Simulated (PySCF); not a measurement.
Two-dimensional NMR puzzle

Compound of formula C4HF9. Correlations simulated from computed shifts and the bond graph:

HSQC (one-bond C–H):
| δH | δC |
| --- | --- |
| 3.46 | 56.4 |

HMBC (two and three bonds, from the bond graph):
| δH | δC |
| --- | --- |
| 3.46 | 129.4 |

Carbons without hydrogens: δ 129.4.

Theoretical values (PySCF 2.14.0 with density-fitted response routines): GFN2-xTB geometry, PBE0/pcSseg-1 with gauge-including orbitals. Non-relativistic Hamiltonian, single conformer, no solvent model, equivalent nuclei averaged.

References, each an isolated molecule treated in the same way: ¹H (σ = 31.72 ppm) and ¹³C (σ = 186.93 ppm) vs TMS.

Exchangeable hydrogens are left out of these lists.

Work out the connectivity.

## Answers

(CF3)3CH.

Structure with atom numbers: `[F:1][C:2]([F:3])([F:4])[CH:5]([C:6]([F:7])([F:8])[F:9])[C:10]([F:11])([F:12])[F:13]`. Hydrogens are named by the atom that carries them.

δC 129.4 is C2/C6/C10, a CF3 carbon. δC 56.4 is C5, an sp3 CH (δH 3.46). HMBC from δH 3.46 reaches the proton-free carbon C2/C6/C10.

This is the structure that produced the data.

Shifts are as computed. Against solution values, carbons near 30 ppm lie about +3 ppm off and those near 130 ppm about +5 ppm. Of 1211 compounds with measured shifts, 218 miss one by over three times the rms of a fit or turn the order of signals round; such compounds aren't used in these exercises.
